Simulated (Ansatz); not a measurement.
B(OPMe3)Cl3 (C₃H₉BCl₃OP), relaxed as a singlet with RKS r2SCAN-D4/def2-SVP in Ansatz, starting from the GFN2-xTB geometry. Force threshold 0.02 eV/Å.

Start:

```xyz
18

B     1.962    0.785    1.147
O     1.253    0.459   -0.135
P    -0.175   -0.091   -0.301
C    -0.188   -1.904   -0.205
C    -0.614    0.406   -1.986
C    -1.368    0.622    0.863
H    -1.152   -2.287   -0.527
H     0.014   -2.212    0.819
H     0.599   -2.286   -0.853
H     0.146    0.031   -2.669
H    -1.587    0.009   -2.259
H    -0.628    1.493   -2.038
H    -1.130    0.285    1.870
H    -1.281    1.707    0.827
H    -2.374    0.312    0.594
Cl    3.728    0.751    0.801
Cl    1.442   -0.512    2.366
Cl    1.351    2.429    1.685
```

```csv
step,energy (eV),largest force component (eV/Å),SCF passes
1,-52818.3619,0.744,17
2,-52818.4341,0.587,20
3,-52818.4543,0.275,20
4,-52818.4579,0.124,20
5,-52818.4584,0.158,20
6,-52818.4597,0.032,20
7,-52818.4601,0.055,20
8,-52818.4604,0.009,20
```

Force components are those of the run's own axes.

End:

Cartesian coordinates in Å:
```
B 1.980 0.797 1.168
O 1.293 0.431 -0.121
P -0.168 -0.095 -0.316
C -0.217 -1.890 -0.222
C -0.620 0.405 -1.981
C -1.367 0.594 0.833
H -1.225 -2.266 -0.454
H 0.082 -2.182 0.795
H 0.510 -2.300 -0.938
H 0.130 0.012 -2.684
H -1.617 0.029 -2.253
H -0.609 1.503 -2.034
H -1.110 0.261 1.849
H -1.297 1.690 0.802
H -2.378 0.256 0.555
Cl 3.772 0.777 0.851
Cl 1.489 -0.491 2.465
Cl 1.352 2.469 1.685
```

By distances, no bond broke or formed. The bond that changes most is B1–Cl17, from 1.85 to 1.89 Å (atoms count from 1).

No frequencies were taken in this run, so the end may be a saddle point.

Run time 62 s (4 threads of Intel Xeon on a shared host).
